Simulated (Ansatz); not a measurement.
The cluster Cs8⁻. Total charge -1; doublet. Geometry PBE0/def2-SVPD; atoms count from 1.

```csv
atom,x (Å),y (Å),z (Å)
Cs1,-3.417,0.956,-3.764
Cs2,-1.876,2.805,0.865
Cs3,-2.634,-1.206,4.688
Cs4,-2.135,-2.773,-0.144
Cs5,3.026,4.303,-1.547
Cs6,2.325,0.518,2.527
Cs7,1.720,-0.378,-3.057
Cs8,2.990,-4.224,0.432
```

In the def2 sets Cs takes a core potential; there is no spin–orbit coupling. The structure comes from a short search, and lower isomers may exist.

Problem. Estimate the Mulliken populations from the PBE0/def2-TZVPD orbitals of Ansatz.

Solution. 
| atom | charge (e) | spin (α − β) |
| --- | --- | --- |
| Cs1 | -0.94 | 0.11 |
| Cs2 | 0.57 | 0.00 |
| Cs3 | -1.22 | 0.29 |
| Cs4 | 1.10 | 0.11 |
| Cs5 | -1.22 | 0.27 |
| Cs6 | 0.52 | 0.03 |
| Cs7 | 1.11 | 0.09 |
| Cs8 | -0.92 | 0.11 |
Mulliken values depend strongly on the basis. With diffuse functions, as here, like atoms can get unlike values, and bond orders can come out too low or too high.

Problem. Where does the spin sit?

Solution. Summed by element: Cs 1.00, of 1 unpaired in all. Largest on single atoms: Cs3 0.29, Cs5 0.27, Cs1 0.11.
